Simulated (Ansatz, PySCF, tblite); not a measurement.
Bond stretch in BrF, singlet.

Computed with: RKS-wB97X-V = restricted wB97X-V/def2-TZVP in PySCF 2.14.0; GFN2-xTB, 300 K electronic temperature (tblite); UKS-PBE = unrestricted PBE/def2-TZVP in Ansatz (a quantum-chemistry and plane-wave program).

Energies are in kcal/mol, each relative to the lowest point of its own curve near equilibrium.

```
R / Å  RKS-wB97X-V  GFN2-xTB  UKS-PBE
-----  -----------  --------  -------
1.32         147.1      96.4    154.5
1.40          81.7      53.6     88.1
1.47          45.2      30.9     50.7
1.58          13.6      11.0     17.2
1.64           5.2       5.2      7.7
1.68           2.0       2.7      3.8
1.75           0.0       0.4      0.4
1.79           0.4       0.0      0.0
1.88           4.3       0.9      2.0
1.92           7.0       2.0      3.9
2.02          15.3       5.9     10.1
2.19          32.1      14.9     23.2
2.35          48.4      24.3     34.6
2.61          72.3      38.1     48.7
2.88          92.5      47.1     58.6
3.14         107.6      51.8     63.4
3.50         123.2         —     66.6
3.88         134.6         —     68.4
4.25         142.4         —     69.4
4.74         149.5         —     70.1
5.28         154.8         —     70.4
6.10         160.2         —     70.6
7.03         164.4         —     70.7
```

At the longest distance, 7.03 Å, RKS-wB97X-V lies highest above its minimum (164.4 kcal/mol) and UKS-PBE lowest (70.7 kcal/mol).

A dash means that the run gave no value there, or that the column was ended at a point which the program doubted or which failed a test of continuity chosen for this set; such a test can also cut sound points.

At the longest distance RKS-wB97X-V leaves fractional charges on the fragments, a sign of delocalisation error or of the restricted form. The restricted form behind RKS-wB97X-V keeps the bonding electrons paired and can't separate into open-shell fragments. The unrestricted determinant behind UKS-PBE is spin-contaminated at 2.19 to 7.03 Å (<S²> up to 1.0, against 0.00 for a pure singlet).
